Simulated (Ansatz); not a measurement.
The Sb1–Sb2 bond of Sb2 is stretched (multiplicity 1).


Cores are frozen in the correlated methods. Filled d and f shells under p-block atoms count as core.

Run with Ansatz (Gaussian orbitals).  In def2 rows elements past Kr take small-core potentials, without spin–orbit coupling.

Energies above the point at 2.488 Å (the B3LYP-D3(BJ) bond length), FIC-MRCISD+Q on CASSCF(10,8)/def2-TZVPP (kcal/mol): 22.63 at 2.239 Å; 4.76 at 2.737 Å; 59.15 at 9.952 Å.

Q: Take the last value as the depth D of a Morse curve D(1 − e^(−a(R − R₀)))², fit a and R₀ to the two near points, and test it at 3.359 and 4.354 Å.

A: 
With D = 59.1, both near points (counted from the curve's value at 2.488 Å) are met by a = 1.67 Å⁻¹ and R₀ = 2.529 Å, so k = 2Da² = 329 kcal/(mol Å²). The curve then gives 32.9 and 53.3 kcal/mol; the level itself gives 36.9 and 56.2, so Morse is off by -4.0 and -2.8.

Ansatz is a quantum-chemistry and plane-wave program.
